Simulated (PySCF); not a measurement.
**Fractional electron number in Se+ (selenium, charge +1)**

The 4p alpha orbital of [Ar] 3d10 4s2 4p3 is emptied in steps (occupation f), with all orbitals relaxed, ending at [Ar] 3d10 4s2 4p2. Calculation: PySCF 2.14, in def2-TZVP (6s5p4d1f, 48 functions); the non-relativistic Hamiltonian (point nucleus). The exact energy is a straight line in f; departures are measured from the line between the end points of the same method.

Among UHF, LDA, PBE, PBE0, r2SCAN, LC-wPBE, BHandHLYP, wB97X, MN15, r2SCAN0, which shows the largest delocalisation error (convex curve), and which is closest to linear?

Most convex: LDA (-1.263 eV at f = 0.5); closest to linear: UHF (0.142 eV).

| f | UHF (eV) | LDA (eV) | PBE (eV) | PBE0 (eV) | r2SCAN (eV) | LC-wPBE (eV) | BHandHLYP (eV) | wB97X (eV) | MN15 (eV) | r2SCAN0 (eV) |
| --- | --- | --- | --- | --- | --- | --- | --- | --- | --- | --- |
| 1 | 0.000 | 0.000 | 0.000 | 0.000 | 0.000 | 0.000 | 0.000 | 0.000 | 0.000 | 0.000 |
| 0.9 | 0.053 | -0.452 | -0.440 | -0.318 | -0.418 | -0.064 | -0.203 | -0.090 | -0.263 | -0.303 |
| 0.7 | 0.121 | -1.058 | -1.027 | -0.741 | -0.968 | -0.147 | -0.474 | -0.209 | -0.610 | -0.702 |
| 0.5 | 0.142 | -1.263 | -1.223 | -0.879 | -1.142 | -0.171 | -0.564 | -0.249 | -0.721 | -0.826 |
| 0.3 | 0.117 | -1.063 | -1.026 | -0.736 | -0.948 | -0.140 | -0.473 | -0.210 | -0.598 | -0.685 |
| 0.1 | 0.050 | -0.456 | -0.438 | -0.314 | -0.402 | -0.058 | -0.203 | -0.091 | -0.252 | -0.290 |
| 0 | 0.000 | 0.000 | 0.000 | 0.000 | 0.000 | 0.000 | 0.000 | 0.000 | 0.000 | 0.000 |

```csv
method,E(f=0) − E(f=1) (eV),−ε at f=1 (eV),−ε at f=0.5 (eV)
UHF,20.843,21.431,20.833
LDA,21.472,16.462,21.457
PBE,21.311,16.430,21.315
PBE0,21.405,17.873,21.419
r2SCAN,21.584,16.935,21.645
LC-wPBE,21.467,20.753,21.486
BHandHLYP,21.218,18.964,21.219
wB97X,21.168,20.170,21.166
MN15,21.429,18.504,21.463
r2SCAN0,21.591,18.212,21.643
```

Reference removal energy between the ground levels: 21.196 ± 0.01 eV (measured; NIST Atomic Spectra Database, ionization energies). The calculation has no spin-orbit coupling. UHF lacks correlation.
